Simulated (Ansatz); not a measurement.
The cluster Sc3. Total charge 0; doublet. Geometry r2SCAN-D4/def2-TZVP, that of the charge +1 singlet; atoms count from 1.

```xyz
3

Sc    0.9907    1.0278    0.2116
Sc   -1.2233    0.4024   -1.1545
Sc    0.2325   -1.4302    0.9429
```

The charge 0 doublet is spin-contaminated (final ⟨S²⟩ up to 1.65, 0.75 for a pure state). The structure comes from a short search, and lower isomers may exist.

Q: Estimate the Mulliken populations from the PBE0/def2-TZVP orbitals of Ansatz.

A: 
```csv
atom,charge (e),spin (α − β),d electrons
Sc1,0.02,0.49,1.47
Sc2,0.01,-0.55,1.39
Sc3,-0.03,1.07,1.36
```
Mulliken values and Mayer orders depend strongly on the basis.

Q: Where does the spin sit?

A: Summed by element: Sc 1.00, of 1 unpaired in all. Largest on single atoms: Sc3 1.07, Sc2 -0.55, Sc1 0.49.

Q: And the Mayer bond orders between bonded heavy atoms (over 0.3)?

A: Sc1–Sc2 1.51 (2.68 Å); Sc1–Sc3 1.63 (2.67 Å); Sc2–Sc3 0.97 (3.14 Å).
